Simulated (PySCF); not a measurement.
C6H5F3.
Structure used (GFN2-xTB), in Å, numbered top down from 1:
```xyz
14
C6H5F3 angstrom
C      1.7166    1.6962    0.8176
C      1.0981    0.6890    0.6361
C      0.3548   -0.5391    0.3984
C      0.6927   -1.1117   -0.9862
C     -1.1244   -0.2878    0.5301
F     -1.7964   -1.1505    1.3178
C     -1.8043    0.6787   -0.0727
F     -1.2478    1.5699   -0.8838
F     -3.1081    0.8939    0.0346
H      2.2597    2.5788    0.9790
H      0.6236   -1.2696    1.1703
H      0.4443   -0.3903   -1.7604
H      1.7560   -1.3292   -1.0433
H      0.1346   -2.0287   -1.1597
```

Level of theory: B3LYP/def2-SVPD in PySCF (dipole) on a GFN2-xTB geometry, gas phase.

Take the most abundant isotopes and a rigid rotor. The values belong to one conformer with, in the numbering `[CH:1]#[C:2][C@H:3]([CH3:4])[C:5]([F:6])=[C:7]([F:8])[F:9]`, C2–C3–C5–F6 -131°.

Problem. What are A, B and C (GHz)?

Solution. Ia = 238.60, Ib = 393.47, Ic = 484.05 u·Å²; 505379 MHz·u·Å²/I gives 2118, 1284 and 1044 MHz, that is A = 2.1181, B = 1.2844, C = 1.0441 GHz.

Problem. Classify the top.

Solution. An asymmetric top: κ = (2 × 1284 − 2118 − 1044)/(2118 − 1044) = -0.55.

Problem. Is it planar, by Δ = Ic − Ia − Ib?

Solution. Not planar: Δ = Ic − Ia − Ib = -148.02 u·Å². For a rigid frame Δ = −2 Σ m c², so Σ m c² = 74.01 u·Å² lies off the ab plane: 13.13 from hydrogen and 60.88 from heavier atoms. The atom farthest from that plane is 2.06 Å away.

Problem. List the rotational levels J(Ka,Kc) to J = 5 (MHz).

Solution. Above 0(0,0):
J = 1: 1(0,1) 2328, 1(1,1) 3162, 1(1,0) 3403
J = 2: 2(0,2) 6941, 2(1,2) 7579, 2(1,1) 8300, 2(2,1) 10801, 2(2,0) 10846
J = 3: 3(0,3) 13756, 3(1,3) 14178, 3(1,2) 15615, 3(2,2) 17786, 3(2,1) 18001, 3(3,1) 22581, 3(3,0) 22587
J = 4: 4(0,4) 22692, 4(1,4) 22935, 4(1,3) 25302, 4(2,3) 27065, 4(2,2) 27658, 4(3,2) 31971, 4(3,1) 32008, 4(4,1) 38582, 4(4,0) 38582
J = 5: 5(0,5) 33701, 5(1,5) 33827, 5(1,4) 37292, 5(2,4) 38608, 5(2,3) 39829, 5(3,3) 43720, 5(3,2) 43861, 5(4,2) 50324, 5(4,1) 50328, 5(5,1) 58816, 5(5,0) 58816
The levels of one J sum to (2J + 1)J(J + 1)(A + B + C)/3.

Problem. Predict some low-J microwave lines.

Solution. The dipole components are |μa| = 1.72 D, |μb| = 0.49 D, |μc| = 0.66 D. Intensities carry the squares of the components, which stand as 1.00 : 0.08 : 0.15 (a : b : c). Some lines, for components of 0.1 D or more:

```csv
type,branch,"J(Ka,Kc)",MHz,lower level (cm⁻¹)
c,Q,"3(1,3) ← 3(0,3)",422,0.459
a,Q,"4(2,2) ← 4(2,3)",593,0.903
c,Q,"1(1,1) ← 1(0,1)",834,0.078
c,Q,"5(2,4) ← 5(1,4)",1316,1.244
a,Q,"3(1,2) ← 3(1,3)",1437,0.473
c,Q,"3(2,2) ← 3(1,2)",2172,0.521
c,Q,"5(3,3) ← 5(2,3)",3891,1.329
c,Q,"4(3,2) ← 4(2,2)",4314,0.923
b,Q,"3(3,1) ← 3(2,2)",4795,0.593
b,Q,"5(3,3) ← 5(2,4)",5112,1.288
b,R,"5(3,2) ← 4(4,1)",5279,1.287
b,R,"3(2,1) ← 2(1,2)",10423,0.253
a,R,"5(2,4) ← 4(2,3)",11543,0.903
c,R,"4(1,3) ← 3(0,3)",11546,0.459
a,R,"5(3,3) ← 4(3,2)",11749,1.066
c,R,"4(3,2) ← 3(2,2)",14185,0.593
c,R,"5(1,4) ← 4(0,4)",14600,0.757
c,R,"5(2,4) ← 4(1,4)",15673,0.765
b,R,"4(4,1) ← 3(3,0)",15995,0.753
c,R,"5(3,3) ← 4(2,3)",16655,0.903
b,R,"5(5,1) ← 4(4,0)",20234,1.287
```

Not checked by GFN2-xTB frequencies. These are rigid-rotor constants of the computed structure; measured ground-state constants (B0) also hold zero-point vibration. A rigid rotor knows nothing of internal rotation, which can split or shift real lines.

Hardware: one thread of an Arm Neoverse N1, no GPU (shared host). Cost: 71 s of wall time. This is the B3LYP/def2-SVPD job that gave the dipole, with the excitations it also computed.
